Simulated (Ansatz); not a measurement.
Consider the ligand exchange at a Ga–N bond: `O=C=[N][Ga]([F])[F]` + HBr → `[F][Ga]([F])[Br]` + `N=C=O`.

Gas-phase electronic energies from Ansatz, PBE0-D4/def2-TZVP geometries. CCSD(T)/CBS is the MP2 limit (def2-TZVPP, def2-QZVPP) plus CCSD(T) − MP2 in def2-TZVPP, frozen cores. This one scheme is used for every species. For Br, Ga outer-core shells are correlated without core-valence functions, which leaves a few kJ/mol of doubt a bond. Scalar relativity is left out up to krypton. Each species was taken in one conformer, which may not be the lowest.

```csv
species,CCSD/def2-TZVPP energy (Eh)
`O=C=[N][Ga]([F])[F]`,-2290.86133
HBr,-2573.29970
`[F][Ga]([F])[Br]`,-4695.76700
`N=C=O`,-168.41016
```

Problem. Work out ΔE.

Solution. ΔE = (-4695.76700) + (-168.41016) − (-2290.86133) − (-2573.29970) = -0.01613 Eh = -10.1 kcal/mol. CCSD(T)/CBS gives -11.4 kcal/mol.

Problem. What do rigid-rotor, harmonic-oscillator terms from PBE0-D4/def2-TZVP frequencies (298.15 K, 1 bar) make of the CCSD(T)/CBS value? (Estimate.)

Solution. Ansatz gave: ΔZPE = +1.7 kcal/mol, ΔH = -10.1 kcal/mol, ΔS = 1 J/(mol·K), ΔG = -10.2 kcal/mol.

Largest T1 diagnostic among the species: 0.018.

From BLYP to BHLYP (50 % exact exchange), in def2-TZVPP and without D4, ΔE moves by +1.4 kcal/mol. Leaving LDA and LC-ωPBE aside and taking each functional with its dispersion term where it has one, the values, not all of them listed here, spread over 2.4 kcal/mol, from PBE-D4 to CAM-B3LYP-D4. LDA lies +0.9 kcal/mol from PBE without D4.
